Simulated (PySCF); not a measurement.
From one molecule to another.

First species: C3H2ClFO.
Atom-mapped SMILES: `[O:1]=[C:2]=[C:3]([Cl:4])[CH2:5][F:6]` (hydrogens: H7, H8 on C5)

Second species: C6H8SSi.
SMILES: `C1=CSC([C@H]2C[SiH2]2)=C1`

Levels: PBE0/def2-SVPD for dipole moment, HOMO energy, LUMO energy, HOMO–LUMO gap, static isotropic polarisability and electronic spatial extent ⟨r²⟩ about the centre of nuclear charge; TDDFT PBE0/def2-SVPD for lowest singlet excitation; TDA PBE0/def2-SVPD for lowest triplet excitation (Tamm–Dancoff); GFN2-xTB for rotational constant A and rotational constant C. Geometries: GFN2-xTB. Each species is one conformer at its optimised geometry, gas phase, non-relativistic unless stated; the electronic structure was computed with PySCF and density fitting.

The conformers computed, where there is a choice (atom-mapped SMILES and torsion angles):
- `[O:1]=[C:2]=[C:3]([Cl:4])[CH2:5][F:6]`: C2–C3–C5–F6 -82°
- `[cH:1]1[cH:2][s:3][c:4]([C@H:5]2[CH2:6][SiH2:7]2)[cH:8]1`: S3–C4–C5–C6 -26°

Values for the first species:

```
Dipole moment                                                     : 1.72 D
HOMO energy                                                       : -7.36 eV
LUMO energy                                                       : -2.49 eV
HOMO–LUMO gap                                                     : 4.87 eV
Lowest singlet excitation                                         : 2.93 eV
Lowest triplet excitation (Tamm–Dancoff)                          : 2.47 eV
Static isotropic polarisability                                   : 54.0 au
Electronic spatial extent ⟨r²⟩ about the centre of nuclear charge : 739 bohr²
Rotational constant A                                             : 2.909 GHz
Rotational constant C                                             : 1.457 GHz
```

(1) Estimate the same properties for the second species, and the change in each.

## Answers

(1) 
| property | first | second | second less first |
| --- | --- | --- | --- |
| dipole moment | 1.72 D | 1.01 D | -0.71 D |
| HOMO energy | -7.36 eV | -5.89 eV | +1.47 eV |
| LUMO energy | -2.49 eV | -0.57 eV | +1.92 eV |
| HOMO–LUMO gap | 4.87 eV | 5.32 eV | +0.45 eV |
| lowest singlet excitation | 2.93 eV | 4.60 eV | +1.67 eV |
| lowest triplet excitation (Tamm–Dancoff) | 2.47 eV | 3.26 eV | +0.79 eV |
| static isotropic polarisability | 54.0 au | 116.2 au | +62.2 au |
| electronic spatial extent ⟨r²⟩ about the centre of nuclear charge | 739 bohr² | 1398 bohr² | +659 bohr² |
| rotational constant A | 2.909 GHz | 3.498 GHz | +0.589 GHz |
| rotational constant C | 1.457 GHz | 0.860 GHz | -0.597 GHz |

On the first: In atomic units the dipole is 0.68 e·bohr (1 au = 2.5417 D). The vertical singlet–triplet gap S1 − T1 is 0.46 eV (TDDFT singlet less Tamm–Dancoff triplet; S1: HOMO→LUMO, weight 0.99; T1: HOMO→LUMO, weight 0.99).

On the second: A dipole of 1.01 D is allowed in C1, and pure rotational transitions are dipole-allowed. In wavenumbers S1 is 37100 cm⁻¹ (1 eV = 8065.54 cm⁻¹).
